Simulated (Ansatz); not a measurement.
Diatomic HCl+, multiplicity 2 (lowest of 2S+1 = 2, 4 at CCSD(T)/def2-TZVPP on PBE0 minima; our sources give no spin for the ground state, which may be another).

The constants come from a fifth-degree fit in 1/R (seven points, main isotopes). Runs in def2 and cc sets follow the lowest solution found near the PBE0 minimum.

Cores are frozen in the correlated methods. CBS(a, b) extrapolates the correlation energy as X⁻³ and adds the Hartree–Fock energy of set b.

Run with Ansatz (a program for electronic structure) with Gaussian orbitals. Each number belongs to the level named beside it.

Task: What bond length and harmonic frequency does PBE0/def2-TZVPP give?

Result: r_e = 1.320 Å, ω_e = 2671 cm⁻¹.

Task: What bond length and harmonic frequency does CCSD/aug-cc-pV(Q+d)Z give?

Result: r_e = 1.313 Å, ω_e = 2707 cm⁻¹.

Task: What bond length and harmonic frequency does CCSD(T)/CBS(aug-cc-pV(Q+d)Z, aug-cc-pV(5+d)Z) give?

Result: r_e = 1.315 Å, ω_e = 2685 cm⁻¹.

Measured for the ground state: r_e 1.3147 Å, ω_e 2673.7 cm-1, ω_e x_e 52.537 cm-1, B_e 9.9566 cm-1, α_e 0.32716 cm-1 [Irikura, J. Phys. Chem. Ref. Data 36, 389 (2007)].
